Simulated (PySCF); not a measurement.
A structure optimised at PBE-D3(BJ)/def2-SVP, used in a PySCF frequency run:

```xyz
11

C      2.6353    -0.3020    -0.7904
C      1.5423    -0.2482    -0.2323
Si    -0.0942    -0.1514     0.6016
N     -0.7993    -1.7404     0.5833
C     -1.0660     1.1612    -0.2663
C     -1.7524     2.0092    -0.8341
H      3.5996    -0.3508    -1.2796
H      0.0532     0.2610     2.0349
H     -0.8951    -2.2043    -0.3248
H     -1.6481    -1.8829     1.1383
H     -2.3514     2.7584    -1.3357
```

Task: Write its SMILES and formula.

Result: C#C[SiH](N)C#C, C4H5NSi

Task: What are its rotational constants (standard atomic weights)?

Result: 3.6822, 2.1109, 1.4626 GHz
